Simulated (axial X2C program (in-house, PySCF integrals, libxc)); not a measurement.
**Spin–orbit effects down a group: molecules with B (ions), PBE0**

Computed with an in-house relativistic program for diatomic molecules, spin-free (one-electron X2C) or two-component (2c: spin–orbit coupling with atomic mean-field Coulomb and Gaunt terms, which also bring small scalar terms), in Dyall basis sets with cores contracted in-house; open shells are unrestricted.

Basis sets: B dyall-v3z, Be dyall-cv3z, Ca dyall-cv3z, Mg dyall-cv3z, Sr dyall-cv3z.

```csv
molecule,spin-free state,Re (Å),ωe (cm⁻¹),De (eV),2c state,Re 2c (Å),ωe 2c (cm⁻¹),De 2c (eV)
BeB⁺,"M_S = 0, Λ = 0",2.210,474.5,2.18,Ω = 0,2.210,474.5,2.18
MgB⁺,"M_S = 0, Λ = 0",2.567,343.8,1.51,Ω = 0,2.567,343.7,1.51
CaB⁺,"M_S = 1, Λ = 1",2.444,448.7,1.27,Ω = 2,2.444,448.7,1.27
SrB⁺,"M_S = 1, Λ = 1",2.593,396.7,1.16,Ω = 2,2.594,396.5,1.15
```

Fragments in 2c: B+ + Be, Mg+ + B, Ca+ + B, Sr+ + B. Each entry is the lowest single determinant of a limited PBE0 search at one distance. De goes to single-determinant-based atoms at the same level (for ions the charge split of lowest energy) and is withheld (n/a) where an atom does not fit its ground term or J level. Main or longest-lived isotopes. One determinant is a doubtful description, or other states lie close, for CaB⁺, SrB⁺; these need not be ground states, and all values refer to the states named. Some open-shell Ω = 0 determinants are out of reach, so the Ω given for CaB⁺, SrB⁺ need not be the lowest component. With several unpaired electrons the Ω given is that of one determinant, not necessarily of the lowest component. Some light 2c atoms are not at their ground J level, so De misses part of their lowering (0.04 eV or less). The functionals have no current term, which raises determinants with orbital currents.
